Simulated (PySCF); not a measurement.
## Ionisation energy of Ce⁵¹⁺ by level of theory

Ce⁵¹⁺ [He] 2s2 2p3 (4S) → Ce⁵²⁺ [He] 2s2 2p2 (3P), as a difference of total energies. All numbers are calculated (PySCF 2.14, no relativity, point nucleus, in an uncontracted even-tempered set (17 s from 28 bohr⁻², ratio 2.2; 10 p from 36 bohr⁻², ratio 2.2; 5 d from 140 bohr⁻², ratio 2.4; 5 f from 200 bohr⁻², ratio 2.4; 4 g from 310 bohr⁻², ratio 2.4)). Correlated levels: nothing frozen; virtual orbitals above 40 to 60 times the deepest correlated orbital energy dropped. The calculations carry no spin-orbit coupling.

| method | ionisation energy (eV) |
| --- | --- |
| UHF | 9771.4 |
| LDA | 9765.4 |
| PBE | 9766.7 |
| PBE0 | 9768.2 |
| r2SCAN | 9771.7 |
| TPSS | 9766.5 |
| r2SCANh | 9771.8 |
| MP2 (all electrons) | 9770.1 |
| SCS-MP2 (all electrons) | 9769.4 |

Spin-orbit coupling is strong in these open shells (close to jj coupling). The scalar numbers leave it out and a first-order estimate fails, so it can dominate the gap to the real levels.

The gap to the reference is mostly relativistic.

For comparison: 9803 ± 4 eV (theoretical estimate listed by NIST; NIST Atomic Spectra Database, ionization energies).
